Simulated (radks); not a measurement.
Results of a calculation; reference values are marked as such.
These are the eigenvalues of the occupied orbitals of an atom or ion with whole-number occupations (Ry). Code: a radial shooting solver on a logarithmic mesh with Libxc functionals. Model: scalar-relativistic Kohn-Sham, PBE, spin-unpolarised, spherical densities, point nucleus.

1s: -4082.546
2s: -685.7010
2p: -607.7902
3s: -155.8934
3p: -132.0910
3d: -101.9059
4s: -33.53589
4p: -25.68106
4d: -15.07079
5s: -6.51628
5p: -4.55201
4f: -3.44983
6p: -1.49824

Which element is it, and in what charge state? The configuration may be excited.

Answer. Z = 67, holmium, charge +3: Ho3+ in [Xe] 4f9 6p1. The list shows which subshells hold electrons but not how many an open one holds; the 1s level, -2041.3 hartree, gives Z - s = 63.9 by -(Z - s)^2/2, which with screening and relativity narrows Z to a few neighbours, and the depths of the outer levels then fix element, charge and occupations together.
